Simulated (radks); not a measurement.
The numbers below are computed, except where a source is named.
Question: Orbital eigenvalues (eV) of the osmium ion Os3+, [Xe] 4f14 5d5, of relativity; Dirac values are averaged over j with weights 2j + 1. Spin-unpolarised spherical Kohn-Sham, BLYP, point nucleus unless stated (finite: rms radius 5.4126 fm), a radial shooting solver on a logarithmic mesh with Libxc functionals. A level marked "c x" has the speed of light scaled by that factor and shares open shells by 2j + 1; other Dirac levels either fill j = l - 1/2 first or share by 2j + 1.

shell       non-rel.
3s           -2603.1
3p           -2393.7
3d           -2003.0
4s           -557.71
4p           -469.06
4d           -306.87
5s           -103.88
4f           -92.725
5p           -76.945
5d           -35.806
6s (empty)   -27.681
6p (empty)   -21.602

Give the values at the level "Dirac, c x 3".

Answer: 
shell       Dirac, c x 3  change of magnitude (%)
3s               -2642.1                    +1.50
3p               -2409.2                    +0.65
3d               -2001.5                    -0.07
4s               -567.26                    +1.71
4p               -472.63                    +0.76
4d               -306.49                    -0.13
5s               -105.51                    +1.57
4f               -91.602                    -1.21
5p               -77.395                    +0.58
5d               -35.699                    -0.30
6s (empty)       -27.949                    +0.97
6p (empty)       -21.679                    +0.35
